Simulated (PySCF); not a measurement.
# Working out the ionisation energy of Sc

Sc [Ar] 3d1 4s2 (2D) → Sc⁺ [Ar] 3d1 4s1 (3D). All numbers are calculated (PySCF 2.14, no relativity, point nucleus, in aug-cc-pVDZ (7s6p4d2f, 59 functions)). Frozen: [Ar]. Energies in hartree (1 hartree = 27.21139 eV):

```tsv
part	Sc (lower)	Sc⁺ (upper)
UHF	-759.738039	-759.540755
MP2 opposite-spin	-0.024141	0.000000
MP2 same-spin	-0.002467	-0.002478
```

**Question.** What does Hartree-Fock give?

**Answer.** (-759.540755) − (-759.738039) = 0.197284 hartree = 5.368 eV.

**Question.** What do MP2 and SCS-MP2 (6/5 opposite-spin, 1/3 same-spin) give?

**Answer.** The opposite-spin parts differ by 0.657 eV and the same-spin parts by 0.000 eV. MP2: 5.368 + (0.657) + (0.000) = 6.025 eV. SCS-MP2: 5.368 + 1.2 × (0.657) + (0.000)/3 = 6.156 eV.

Measured between the centres of the two terms (NIST): 6.562 eV, so MP2 (valence) is off by -0.537 eV.

The calculation is non-relativistic.

A double-zeta basis recovers only part of the correlation energy.

What remains against the reference includes basis incompleteness, the frozen core and correlation beyond second order.
